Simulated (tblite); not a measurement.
Species: C7H14OSe.
Atom-mapped SMILES: `[CH3:1][CH:2]([CH3:3])[C@@H:4]1[CH2:5][Se:6][CH2:7][CH2:8][O:9]1` (hydrogens: H10, H11, H12 on C1; H13 on C2; H14, H15, H16 on C3; H17 on C4; H18, H19 on C5; H20, H21 on C7; H22, H23 on C8)

Computed with GFN2-xTB (tblite), gas phase: L-BFGS steps from a force-field or distance-geometry start until the largest atomic force falls under 0.01 eV/Å.

Step 8: E = -799.2324 eV
```
atom  x, y, z in Å  |  force x, y, z in eV/Å
C1     -1.9960   -1.2504   -0.6948    0.026   0.002   0.001
C2     -1.5168   -0.2750    0.3801   -0.035  -0.013   0.003
C3     -2.0038    1.1394    0.0737    0.037  -0.018   0.006
C4      0.0158   -0.3585    0.5356   -0.037  -0.020   0.041
C5      0.5037    0.4316    1.7495   -0.020   0.002  -0.022
Se6     2.4048    0.0559    2.0896    0.018  -0.015  -0.005
C7      2.8867    0.4904    0.2324   -0.039   0.029  -0.035
C8      1.9969   -0.2822   -0.7335    0.015   0.004   0.008
O9      0.6375    0.0690   -0.6619    0.017  -0.003   0.086
H10    -3.0824   -1.2357   -0.7546    0.030   0.012  -0.011
H11    -1.5874   -0.9768   -1.6636    0.022   0.028   0.014
H12    -1.6801   -2.2645   -0.4594    0.001  -0.002  -0.005
H13    -1.9422   -0.5910    1.3390   -0.010  -0.005   0.039
H14    -3.0835    1.1331   -0.0664    0.052   0.004  -0.019
H15    -1.7740    1.8152    0.8934    0.001   0.019  -0.011
H16    -1.5320    1.5098   -0.8323    0.009  -0.021   0.006
H17     0.2735   -1.4213    0.7009   -0.001  -0.011   0.012
H18     0.4189    1.5058    1.5825   -0.021   0.002  -0.013
H19    -0.0424    0.1502    2.6505    0.000  -0.002  -0.041
H20     3.9392    0.2408    0.0926   -0.068  -0.035  -0.005
H21     2.7425    1.5637    0.1027    0.015   0.046   0.004
H22     2.1158   -1.3629   -0.5506   -0.002   0.004  -0.039
H23     2.3006   -0.0595   -1.7608   -0.010  -0.009  -0.015
```

Step 9: E = -799.2334 eV
```
atom  x, y, z in Å  |  force x, y, z in eV/Å
C1     -1.9955   -1.2507   -0.6958    0.043   0.031   0.040
C2     -1.5176   -0.2759    0.3813   -0.010  -0.001  -0.005
C3     -2.0026    1.1397    0.0735    0.047  -0.052   0.010
C4      0.0155   -0.3596    0.5366   -0.041  -0.018   0.021
C5      0.5033    0.4321    1.7487   -0.006  -0.014  -0.017
Se6     2.4047    0.0560    2.0899    0.008  -0.005  -0.025
C7      2.8856    0.4916    0.2311   -0.046   0.011  -0.003
C8      1.9961   -0.2822   -0.7338    0.003   0.014   0.016
O9      0.6370    0.0687   -0.6610   -0.007  -0.019   0.087
H10    -3.0815   -1.2342   -0.7551    0.022   0.000  -0.021
H11    -1.5850   -0.9743   -1.6636    0.014   0.015   0.028
H12    -1.6788   -2.2643   -0.4588   -0.007   0.000  -0.021
H13    -1.9413   -0.5912    1.3420   -0.016  -0.002   0.008
H14    -3.0817    1.1326   -0.0677    0.034   0.012  -0.019
H15    -1.7731    1.8153    0.8933    0.000   0.022  -0.015
H16    -1.5301    1.5082   -0.8331    0.009  -0.020   0.017
H17     0.2729   -1.4230    0.7018    0.001   0.007   0.011
H18     0.4176    1.5060    1.5817   -0.018   0.006  -0.017
H19    -0.0426    0.1497    2.6484   -0.012  -0.002  -0.010
H20     3.9365    0.2391    0.0929   -0.033  -0.033  -0.015
H21     2.7437    1.5652    0.1039    0.008   0.044  -0.007
H22     2.1166   -1.3631   -0.5504   -0.005   0.016  -0.044
H23     2.2954   -0.0586   -1.7619    0.012  -0.013  -0.021
```

Step 10: E = -799.2343 eV
```
atom  x, y, z in Å  |  force x, y, z in eV/Å
C1     -1.9943   -1.2506   -0.6962    0.040   0.041   0.056
C2     -1.5184   -0.2768    0.3827    0.019   0.006   0.003
C3     -2.0008    1.1393    0.0736    0.039  -0.056   0.011
C4      0.0146   -0.3611    0.5382   -0.022  -0.014   0.007
C5      0.5028    0.4324    1.7478    0.006  -0.021   0.003
Se6     2.4048    0.0559    2.0897   -0.009   0.006  -0.039
C7      2.8838    0.4930    0.2298   -0.034   0.001   0.025
C8      1.9953   -0.2820   -0.7339   -0.017   0.022   0.013
O9      0.6365    0.0680   -0.6585   -0.033  -0.022   0.049
H10    -3.0801   -1.2327   -0.7560    0.015  -0.008  -0.028
H11    -1.5824   -0.9716   -1.6629    0.010   0.004   0.038
H12    -1.6777   -2.2641   -0.4586   -0.010   0.001  -0.031
H13    -1.9407   -0.5915    1.3449   -0.024   0.000  -0.018
H14    -3.0791    1.1324   -0.0692    0.015   0.016  -0.018
H15    -1.7723    1.8158    0.8929    0.003   0.020  -0.018
H16    -1.5281    1.5062   -0.8336    0.017  -0.020   0.021
H17     0.2724   -1.4246    0.7030    0.000   0.011   0.016
H18     0.4161    1.5062    1.5806   -0.013   0.001  -0.019
H19    -0.0430    0.1492    2.6462   -0.022  -0.001   0.023
H20     3.9332    0.2369    0.0930   -0.001  -0.026  -0.022
H21     2.7450    1.5675    0.1050    0.001   0.030  -0.017
H22     2.1174   -1.3629   -0.5510   -0.004   0.022  -0.042
H23     2.2905   -0.0580   -1.7632    0.023  -0.012  -0.014
```

Q: Estimate the geometry and energy of step 11. (The exact step hangs on the optimiser's Hessian estimate; all steps are aligned on step 10, rigid shifts and turns removed.)

A: E = -799.2351 eV, largest force 0.059 eV/Å
```
atom  x, y, z in Å  |  force x, y, z in eV/Å
C1     -1.9928   -1.2499   -0.6957    0.022   0.029   0.046
C2     -1.5188   -0.2777    0.3843    0.035   0.006   0.019
C3     -1.9986    1.1382    0.0738    0.019  -0.032   0.009
C4      0.0135   -0.3627    0.5399    0.006  -0.007   0.003
C5      0.5023    0.4324    1.7471    0.009  -0.017   0.026
Se6     2.4046    0.0560    2.0888   -0.022   0.012  -0.036
C7      2.8818    0.4945    0.2290   -0.010  -0.002   0.031
C8      1.9942   -0.2814   -0.7339   -0.033   0.024   0.003
O9      0.6353    0.0670   -0.6557   -0.046  -0.015  -0.006
H10    -3.0783   -1.2316   -0.7573    0.010  -0.011  -0.028
H11    -1.5799   -0.9692   -1.6615    0.013   0.001   0.039
H12    -1.6770   -2.2638   -0.4590   -0.008   0.000  -0.032
H13    -1.9406   -0.5916    1.3471   -0.031  -0.001  -0.028
H14    -3.0765    1.1325   -0.0710    0.001   0.014  -0.014
H15    -1.7715    1.8165    0.8921    0.007   0.014  -0.016
H16    -1.5259    1.5040   -0.8336    0.028  -0.020   0.018
H17     0.2719   -1.4258    0.7044   -0.001   0.003   0.023
H18     0.4144    1.5063    1.5793   -0.009  -0.010  -0.019
H19    -0.0438    0.1488    2.6446   -0.025   0.002   0.046
H20     3.9301    0.2345    0.0927    0.015  -0.015  -0.025
H21     2.7461    1.5699    0.1057   -0.003   0.010  -0.023
H22     2.1180   -1.3623   -0.5523   -0.003   0.023  -0.035
H23     2.2866   -0.0577   -1.7646    0.024  -0.007   0.001
```

The energy changes by -0.0008 eV. The first-order estimate −F·Δx gives -0.0011 eV and the mean of the old and new forces, exact on a quadratic surface, -0.0008 eV. The step makes an angle of 61° with the force vector and moves no atom by more than 0.004 Å.

The cost below is that of the whole relaxation. Time: 0.45 s of wall time. Hardware: Arm Neoverse V1, one thread, shared host with 32 logical CPUs at a one-minute load of 25.
